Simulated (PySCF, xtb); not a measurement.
In(OH)(SiH3)2 (H7InOSi2), SMILES [OH][In]([SiH3])[SiH3].

GFN2-xTB in xtb at its own geometry gives an orbital gap of 2.72 eV and a dipole moment of 2.01 D.

Geometry optimised at PBE0-D3(BJ)/def2-SVP. The structure was generated by enumeration; whether it is a known compound was not checked. The def2 effective core potentials stand for the cores of In; spin–orbit coupling is left out. The values are those of a single conformer.

Task: What does CAM-B3LYP/def2-TZVP (PySCF) give? (An estimate is asked for; the answer gives what the named calculation found.)

Result: gap 7.24 eV (levels -8.30 and -1.06 eV), dipole 1.79 D.
